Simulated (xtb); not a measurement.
C4H3O, doublet, from a rough starting geometry; GFN2-xTB (xtb).

The xtb input:
```
$ xtb mol.xyz --gfn 2 --uhf 1 --opt vtight --json

# file mol.xyz
8

O     -0.00157993     0.10955566     1.23031879
C      0.02809777     1.27411552     0.31927674
C     -0.04797261    -0.89606684     0.34251835
C     -0.01791940     0.87139174    -0.91319258
C     -0.01438652    -0.56473708    -0.99589037
H     -0.03582346     2.25678097     0.89518385
H      0.02684417    -1.88277551     0.86742851
H      0.00021280    -1.21909013    -1.83528981
```

Write the output that xtb gives for this input, abridged.


```
   ID    Z sym.   atoms
    1    8 O      1
    2    6 C      2-5
    3    1 H      6-8

           -------------------------------------------------
          |                Calculation Setup                |
           -------------------------------------------------

           -------------------------------------------------
          |                 G F N 2 - x T B                 |
           -------------------------------------------------

          ...................................................
          :                      SETUP                      :
          :.................................................:
          :  # basis functions                  23          :
          :  # atomic orbitals                  23          :
          :  # shells                           13          :
          :  # electrons                        25          :
          :  max. iterations                   250          :
          :  Hamiltonian                  GFN2-xTB          :
          :  restarted?                      false          :
          :  GBSA solvation                  false          :
          :  PC potential                    false          :
          :  electronic temp.          300.0000000     K    :
          :  accuracy                    1.0000000          :
          :  -> integral cutoff          0.2500000E+02      :
          :  -> integral neglect         0.1000000E-07      :
          :  -> SCF convergence          0.1000000E-05 Eh   :
          :  -> wf. convergence          0.1000000E-03 e    :
          :  Broyden damping             0.4000000          :
          :  net charge                          0          :
          :  unpaired electrons                  1          :
          ...................................................

 iter      E             dE          RMSdq      gap      omega  full diag
   1    -14.1777254 -0.141777E+02  0.530E+00    3.83       0.0  T
   2    -14.1836308 -0.590547E-02  0.330E+00    3.61       1.0  T
   3    -14.1694497  0.141812E-01  0.174E+00    4.05       1.0  T
   4    -14.1881094 -0.186597E-01  0.247E-01    3.71       1.0  T
   5    -14.1882332 -0.123767E-03  0.781E-02    3.73       1.0  T
   6    -14.1882397 -0.658375E-05  0.275E-02    3.73       1.3  T
   7    -14.1882398 -0.107390E-07  0.853E-03    3.72       4.1  T
   8    -14.1882400 -0.289873E-06  0.288E-03    3.72      12.3  T
   9    -14.1882401 -0.143211E-07  0.143E-03    3.72      24.8  T
  10    -14.1882401 -0.962399E-08  0.372E-04    3.72      95.1  T
  11    -14.1882401 -0.613595E-09  0.160E-04    3.72     221.5  T

   *** convergence criteria satisfied after 11 iterations ***

         :::::::::::::::::::::::::::::::::::::::::::::::::::::
         ::                     SUMMARY                     ::
         :::::::::::::::::::::::::::::::::::::::::::::::::::::
         :: total energy             -14.005128252933 Eh    ::
         :: gradient norm              0.147768397967 Eh/a0 ::
         :: HOMO-LUMO gap              3.723860349875 eV    ::
         ::.................................................::
         :: SCC energy               -14.188239479510 Eh    ::
         :: -> isotropic ES            0.009917512721 Eh    ::
         :: -> anisotropic ES         -0.000052603088 Eh    ::
         :: -> anisotropic XC          0.007130202841 Eh    ::
         :: -> dispersion             -0.004167441826 Eh    ::
         :: repulsion energy           0.183111226577 Eh    ::
         :: add. restraining           0.000000000000 Eh    ::
         :: total charge              -0.000000000000 e     ::
         :::::::::::::::::::::::::::::::::::::::::::::::::::::

      -----------------------------------------------------------
     |                   =====================                   |
     |                        A N C O P T                        |
     |                   =====================                   |
     |               Approximate Normal Coordinate               |
     |                Rational Function Optimizer                |
      -----------------------------------------------------------
      -----------------------------------------------------------
     |                   =====================                   |
     |                        A N C O P T                        |
     |                   =====================                   |
     |               Approximate Normal Coordinate               |
     |                Rational Function Optimizer                |
      -----------------------------------------------------------

          ...................................................
          :                      SETUP                      :
          :.................................................:
          :   optimization level         verytight          :
          :   max. optcycles                   200          :
          :   ANC micro-cycles                  20          :
          :   degrees of freedom                18          :
          :.................................................:
          :   RF solver                   davidson          :
          :   write xtbopt.log                true          :
          :   linear?                        false          :
          :   energy convergence         0.1000000E-06 Eh   :
          :   grad. convergence          0.2000000E-03 Eh/α :
          :   maxmium RF displ.          1.0000000          :
          :   Hlow (freq-cutoff)         0.1000000E-01      :
          :   Hmax (freq-cutoff)         5.0000000          :
          :   S6 in model hess.         20.0000000          :
          ...................................................

generating ANC from exact Hessian ...
Using Lindh-Hessian (1995)
 Shifting diagonal of input Hessian by    0.0000000000000000
 Lowest  eigenvalues of input Hessian
    0.000000    0.000000    0.000000    0.000000    0.000000    0.000000
[...]
 * total energy  :   -14.0051283 Eh     change       -0.7207390E-10 Eh
 * total energy  :   -14.0187221 Eh     change       -0.1359389E-01 Eh
 * total energy  :   -14.0223249 Eh     change       -0.3602796E-02 Eh
 * total energy  :   -14.0228154 Eh     change       -0.4904719E-03 Eh
 * total energy  :   -14.0229115 Eh     change       -0.9606207E-04 Eh
 * total energy  :   -14.0229201 Eh     change       -0.8663514E-05 Eh
 * total energy  :   -14.0229220 Eh     change       -0.1898394E-05 Eh
 * total energy  :   -14.0229226 Eh     change       -0.5697683E-06 Eh
 * total energy  :   -14.0229233 Eh     change       -0.6571449E-06 Eh
 * total energy  :   -14.0229233 Eh     change       -0.3124134E-07 Eh
   *** GEOMETRY OPTIMIZATION CONVERGED AFTER 10 ITERATIONS ***
[...]
   2    -14.2187371 -0.399680E-12  0.169E-05    3.75    2090.4  T
   3    -14.2187371  0.728306E-13  0.104E-05    3.75    3401.6  T

   *** convergence criteria satisfied after 3 iterations ***

         :::::::::::::::::::::::::::::::::::::::::::::::::::::
         ::                     SUMMARY                     ::
         :::::::::::::::::::::::::::::::::::::::::::::::::::::
         :: total energy             -14.022923295595 Eh    ::
         :: gradient norm              0.000085848735 Eh/a0 ::
         :: HOMO-LUMO gap              3.749654138764 eV    ::
         ::.................................................::
         :: SCC energy               -14.218736593173 Eh    ::
         :: -> isotropic ES            0.007229408462 Eh    ::
         :: -> anisotropic ES          0.000486389936 Eh    ::
         :: -> anisotropic XC          0.004919249769 Eh    ::
         :: -> dispersion             -0.004192007309 Eh    ::
         :: repulsion energy           0.195813297578 Eh    ::
         :: add. restraining           0.000000000000 Eh    ::
         :: total charge              -0.000000000000 e     ::
         :::::::::::::::::::::::::::::::::::::::::::::::::::::

           -------------------------------------------------
          |                Property Printout                |
           -------------------------------------------------

    * Orbital Energies and Occupations

         #    Occupation            Energy/Eh            Energy/eV
      -------------------------------------------------------------
         1        2.0000           -0.7436619             -20.2361
         2        2.0000           -0.6662565             -18.1298
         3        2.0000           -0.6618060             -18.0087
         4        2.0000           -0.5904744             -16.0676
         5        2.0000           -0.5736648             -15.6102
         6        2.0000           -0.5697230             -15.5030
         7        2.0000           -0.5593529             -15.2208
         8        2.0000           -0.5027643             -13.6809
         9        2.0000           -0.4816070             -13.1052
        10        2.0000           -0.4682595             -12.7420
        11        2.0000           -0.4306260             -11.7179
        12        2.0000           -0.3983929             -10.8408
        13        1.0000           -0.3572435              -9.7211 (HOMO)
        14                         -0.2194462              -5.9714 (LUMO)
        15                         -0.1606066              -4.3703
        16                          0.0887716               2.4156
        17                          0.1292263               3.5164
        18                          0.1619124               4.4059
        19                          0.2041376               5.5549
        20                          0.2654471               7.2232
        21                          0.4201542              11.4330
        22                          0.5070366              13.7972
        23                          0.6614436              17.9988
      -------------------------------------------------------------
                  HL-Gap            0.1377973 Eh            3.7497 eV
             Fermi-level           -0.3330815 Eh           -9.0636 eV

     #   Z          covCN         q      C6AA      α(0)
     1   8 O        1.733    -0.179    17.000     5.567
     2   6 C        3.036     0.072    26.364     8.422
     3   6 C        3.102     0.070    26.307     8.405
     4   6 C        2.142    -0.070    32.645     9.236
     5   6 C        2.994    -0.051    29.257     8.873
     6   1 H        0.927     0.055     2.255     2.348
     7   1 H        0.926     0.053     2.278     2.360
     8   1 H        0.927     0.050     2.318     2.381

 Mol. C6AA /au·bohr⁶  :        899.066479
 Mol. C8AA /au·bohr⁸  :      22211.689947
 Mol. α(0) /au        :         47.591733

Wiberg/Mayer (AO) data.
largest (>0.10) Wiberg bond orders for each atom

 ---------------------------------------------------------------------------
     #   Z sym  total        # sym  WBO       # sym  WBO       # sym  WBO
 ---------------------------------------------------------------------------
     1   8 O    2.449 --     3 C    1.137     2 C    1.108     4 C    0.107
     2   6 C    3.901 --     4 C    1.635     1 O    1.108     6 H    0.967
                             3 C    0.157
     3   6 C    3.906 --     5 C    1.581     1 O    1.137     7 H    0.962
                             2 C    0.157
     4   6 C    3.136 --     2 C    1.635     5 C    1.317     1 O    0.107
     5   6 C    3.980 --     3 C    1.581     4 C    1.317     8 H    0.972
     6   1 H    0.997 --     2 C    0.967
     7   1 H    0.997 --     3 C    0.962
     8   1 H    0.997 --     5 C    0.972
 ---------------------------------------------------------------------------

Topologies differ in total number of bonds
Writing topology from bond orders to xtbtopo.mol

molecular dipole:
                 x           y           z       tot (Debye)
 q only:        0.000      -0.137      -0.084
   full:        0.001      -0.205       0.033       0.528
molecular quadrupole (traceless):
                xx          xy          yy          xz          yz          zz
 q only:       -0.965      -0.012       2.417      -0.003       0.715      -1.452
  q+dip:       -2.171      -0.016       2.901      -0.004       1.610      -0.729
   full:       -1.113      -0.011       2.689      -0.008       1.217      -1.576

optimized geometry written to: xtbopt.xyz

           -------------------------------------------------
          | TOTAL ENERGY              -14.022923295595 Eh   |
          | GRADIENT NORM               0.000085848735 Eh/α |
          | HOMO-LUMO GAP               3.749654138764 eV   |
           -------------------------------------------------

normal termination of xtb
```
